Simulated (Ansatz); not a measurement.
**Abstraction of Cl: BCl3 + CHBr2 → BCl2 + CHBr2Cl**

Gas-phase species: BCl3 (boron trichloride) `ClB(Cl)Cl`, singlet; CHBr2 `Br[CH]Br`, doublet; BCl2 `Cl[B]Cl`, doublet; CHBr2Cl (chlorodibromomethane) `ClC(Br)Br`, singlet. A radical takes Cl: the energy is the difference in strength between the B–Cl bond broken and the C–Cl bond made.

Shapes, held fixed at every level: PBE0-D4/def2-TZVP. Programs: Ansatz 0.2.0. The zero-point and thermal change to 298 K, harmonic and unscaled (PBE0-D4/def2-TZVP), is +2.5 kJ/mol.

```tsv
level	kind	ΔH(298 K) (kJ/mol)	less CCSD(T)/def2-TZVPP
MP2/def2-SVP	perturbation theory	+197.1	+11.1
MP2/def2-TZVPP	perturbation theory	+177.3	-8.7
wB97X-V/def2-TZVPP	range-separated hybrid	+190.9	+4.9
B2PLYP/def2-TZVPP	double hybrid	+188.5	+2.5
CCSD/def2-SVP	coupled cluster or CI	+207.1	+21.1
CCSD/def2-TZVPP	coupled cluster or CI	+189.5	+3.5
CCSD(T)/def2-TZVPP	coupled cluster or CI	+186.0	0.0
```

The highest level, CCSD(T)/def2-TZVPP, gives ΔH(298 K) = +186.0 kJ/mol; the levels span +177.3 to +207.1. The column of differences is taken from that level and isn't an error. No measured value is set beside it here. Open shells run unrestricted. Relativity is left out for Br. Outer-core shells of Br are correlated, in sets that cover them unevenly.
